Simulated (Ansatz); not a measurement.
C3H7ClOZn, SMILES `CC(C)[O][Zn][Cl]`. Charge 0, multiplicity 1.

Cartesian coordinates in Å:
```
C 0.952 1.010 -0.373
C -0.487 0.560 -0.195
C -0.784 -0.698 -0.989
O -0.808 0.396 1.165
Zn 0.006 -0.786 2.201
Cl 0.864 -2.123 3.553
H 1.179 1.231 -1.419
H 1.640 0.219 -0.045
H 1.148 1.904 0.221
H -1.145 1.361 -0.561
H -0.121 -1.514 -0.670
H -0.627 -0.547 -2.060
H -1.816 -1.014 -0.830
```

Q: What are the harmonic wavenumbers in cm⁻¹ at PBE0-D4/def2-TZVP (Ansatz, finite differences of forces, unscaled)? (Estimate.)

A: Ansatz gave: 27, 61, 121, 148, 248, 278, 366, 399, 429, 521, 624, 850, 917, 935, 1011, 1154, 1169, 1196, 1356, 1357, 1389, 1402, 1466, 1474, 1480, 1492, 3001, 3013, 3023, 3095, 3104, 3134, 3136.

Q: Is this a minimum?

A: Yes, all 33 modes are real.

Q: Give the ideal-gas thermochemistry at 298.15 K and 1 bar (rigid rotor, harmonic oscillator; point group Cs, symmetry number 1).

A: Zero-point energy 259.4 kJ/mol; H(298) − E = 284.0 kJ/mol; entropy 393.7 J/(mol·K), of which translation 172.1, rotation 120.1, vibration 101.5; G(298) − E = 166.6 kJ/mol. Modes under 100 cm⁻¹ are hindered rotations or soft bends, so the harmonic entropy is rough.

Q: And at 400, 500, 600, 800 and 1000 K?

A: 
```
T (K)  H − E (kJ/mol)  S (J/mol/K)  G − E (kJ/mol)
  400           297.7        432.9           124.5
  500           313.4        467.8            79.4
  600           331.0        499.9            31.0
  800           370.8        557.1           -74.8
 1000           415.5        606.8          -191.3
```
